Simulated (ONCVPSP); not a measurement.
silicon, ONCV: configuration errors across variants

* Element: Si (Z = 14)
* Generator: ONCVPSP 4.0.1
* Type: optimised norm-conserving Vanderbilt (ONCV)
* Functional: PBE
* Relativity: scalar-relativistic
* Frozen core: [Ne]
* Valence charge: 4
* Reference configuration: 3s2 3p1.5 (charge +0.5)
* Partial waves: 3s: rc 1.40 bohr, ncon 4, nbas 8, qcut 5.1 1/bohr, 2 projectors, debl 1.3 Ha; 3p: rc 1.40 bohr, ncon 4, nbas 7, qcut 7 1/bohr, local
* Local potential: the p channel
* Core correction: none

All-electron excitation energies from the reference (eV): (1) 3s2 3p2 -2.921; (2) 3s2 3p1 4.819; (3) 3s2 3p0 20.811; (4) 3s1 3p3 3.893.

3 further variants failed, have other tests or too few solved ones, and are left out.

A true bound ghost makes a file unfit for plane-wave use even where its test errors are small: the radial tests pick states by their node count and pass the ghost by.

Errors AE − PS in meV (a dash: test not solved or not reliable):

```csv
change,(1),(2),(3),(4),bound ghosts,GHOST(+) flags above zero
base,+0.2,-0.2,-0.6,+6.6,s,none
s: rc 1.48,+0.2,-0.1,0.0,+9.4,s,none
s: rc 1.72,+0.2,-0.2,-2.0,+14,none,s
s: rc 2,+0.2,-0.2,-1.6,+12,none,s
```

(1) Give the same row for: s: rc 1.86.

Answers

(1) +0.2, -0.2, -1.9, +13; bound ghosts: none; GHOST(+) flags above zero: s.
